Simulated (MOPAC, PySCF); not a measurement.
C2H5GaI2, SMILES `C[CH2][Ga]([I])[I]` (C–C–Ga–I torsion 180°), neutral singlet in the gas phase. 

Cartesian coordinates (Å):
SMILES: C[CH2][Ga]([I])[I]
```xyz
10

C     -1.4057     0.1008    -0.1011
C     -0.1273    -0.7249     0.0314
Ga     1.5490     0.3356     0.0873
I      3.8112    -0.7423     0.3144
I      1.5269     2.8488    -0.0673
H     -2.3014    -0.5551    -0.1280
H     -1.5358     0.8038     0.7460
H     -1.4132     0.7092    -1.0278
H      0.0085    -1.4361    -0.8117
H     -0.1122    -1.3398     0.9569
```
Charge 0, spin multiplicity 1.

All levels are single points at this geometry (PBE-D3(BJ)/def2-SVP); Pople sets use spherical d functions. Orbital energies aren't observables, and empty levels follow the basis.

```csv
level,HOMO (eV),LUMO (eV),gap (eV),dipole (D),"vertical IE, Delta-SCF (eV)"
PBE-D3(BJ)/def2-TZVP in PySCF,-6.36,-2.35,4.00,2.45,–
"B3LYP/6-311+G** (LANL2DZ on Ga, I) in PySCF",-7.36,-1.89,5.47,2.90,–
BP86/6-31G* (LANL2DZ on I) in PySCF,-6.47,-2.41,4.06,3.02,–
M06-2X/6-31G* (LANL2DZ on I) in PySCF,-8.42,-1.07,7.35,2.95,–
SVWN5/6-31G* (LANL2DZ on I) in PySCF,-6.44,-2.51,3.93,2.96,–
HF/6-31G* (LANL2DZ on I) in PySCF,-9.91,1.14,11.05,3.18,9.28
AM1 in MOPAC,-10.11,-2.95,7.16,2.42,–
PM6 in MOPAC,-9.87,-1.81,8.06,2.49,–
PM7 in MOPAC,-9.53,-0.82,8.71,3.60,–
```
